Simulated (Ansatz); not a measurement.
CH$_{5}$GaO$_{2}$ (`O[CH](O)[GaH2]`). The species carries charge 0 and has multiplicity 1. Correlated methods include outer-core shells of Ga, which these sets cover unevenly. Scalar relativity is left out up to krypton.

```xyz
9

O     0.808   -1.407    0.102
C     0.321   -0.145    0.487
O    -0.902   -0.241    1.185
Ga   -0.131    1.073   -1.046
H     0.199   -1.782   -0.543
H     1.105    0.256    1.139
H    -0.760   -0.745    1.995
H     0.143    2.617   -1.022
H    -0.784    0.375   -2.298
```

**Question.** Give the diagnostics of a CCSD(T)/def2-TZVPP run (frozen core, Ansatz). (Best estimate.)

**Answer.** Ansatz gave: T1 = 0.0131, largest single amplitude 0.017, largest double 0.033, (T) share of the correlation energy 3.6 %, 10 CCSD cycles. The RHF solution is stable towards an unrestricted one. T1 lies under the customary mark of 0.02 for closed shells.
